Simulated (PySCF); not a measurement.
Computed Raman spectrum (relative Raman activity) of a molecule C3H4ClF. Geometry: PBE0-D3(BJ)/def2-SVP. Other conformers were not sampled. Computed with PBE0-D3(BJ)/def2-SVP (PySCF). Frequencies are harmonic and unscaled.

Lines under 2 % of the strongest are left out, and lines within 2 cm⁻¹ are merged.

ν (cm⁻¹): 371 (vw), 445 (vw), 710 (w), 831 (w), 989 (w), 1004 (w), 1086 (vw), 1100 (vw), 1206 (vw), 1230 (w), 1278 (w), 1391 (w), 1492 (w), 3160 (vs), 3196 (vs), 3215 (vs), 3267 (s) (against the strongest line: vs over 80 %, s over 45 %, m over 15 %, w over 4 %, vw less)

Problem. Identify the compound among the candidates.
A. FC1(Cl)CC1
B. C/C(Cl)=C\F
C. F[C@@H]1C[C@H]1Cl
D. C/C=C(\F)Cl

Solution. C, F[C@@H]1C[C@H]1Cl
